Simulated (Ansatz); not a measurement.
`F/C=C(\F)C(F)F` and `F/C=C(\F)CF` differ in one atom or group.

Ansatz, PBE0-D4/def2-TZVP geometries, multiplicity 1. Each molecule was computed in one conformer, which needn't be the lowest.

```
                                                                                  property  `F/C=C(\F)C(F)F`
                                                      HOMO–LUMO gap (PBE0/def2-TZVPP) / eV              7.71
ideal-gas entropy at 298 K and 1 bar (rigid rotor, harmonic PBE0-D4/def2-TZVP) / J/(mol·K)               342
                                                         HOMO energy (PBE/def2-TZVPP) / eV             -6.66
                                                        HOMO energy (PBE0/def2-TZVPP) / eV             -8.04
                                                       HOMO energy (B3LYP/def2-TZVPP) / eV             -7.83
                                                         LUMO energy (PBE/def2-TZVPP) / eV             -1.32
```

Question: What does the change do to each property? (Estimate.)

Answer: The calculation gave: 
```tsv
property	`F/C=C(\F)CF`	shift
HOMO–LUMO gap (PBE0/def2-TZVPP) / eV	7.88	0.17
ideal-gas entropy at 298 K and 1 bar (rigid rotor, harmonic PBE0-D4/def2-TZVP) / J/(mol·K)	325	-17
HOMO energy (PBE/def2-TZVPP) / eV	-6.15	0.51
HOMO energy (PBE0/def2-TZVPP) / eV	-7.49	0.55
HOMO energy (B3LYP/def2-TZVPP) / eV	-7.30	0.53
LUMO energy (PBE/def2-TZVPP) / eV	-0.62	0.70
```

With PBE0 the HOMO rises by 0.55 eV and the LUMO rises by 0.72 eV, so the gap widens by about 0.17 eV. PBE moves the HOMO by 0.51 eV and ωB97M-V by 0.55 eV.

B3LYP here is the variant with VWN-RPA as its local correlation; programs differ in this.
